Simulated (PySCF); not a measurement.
BFH, SMILES [BH]F (connectivity only; charge and spin as stated), charge +1, multiplicity 1. Coordinates come from a PBE0-D3(BJ)/def2-TZVPD optimisation. The spin state was assumed, not searched. The isomer is the one that the SMILES or the coordinates give; other isomers of the formula were not compared.

TDA-PBE0/def2-TZVPD in PySCF 2.14.0 puts the lowest singlet excitations at 11.29, 11.29, 11.50, 11.64, 11.64, 14.36 eV.

### Question
What are the lowest excitation roots from ADC(3)/aug-cc-pVDZ (PySCF)? (Estimate from the structure and the level; the computed values follow.)

### Answer
11.36, 11.36, 12.62, 12.64, 12.64, 14.79 eV. S1 differs by 0.08 eV (second minus first; roots are paired by order, and the bases may differ).
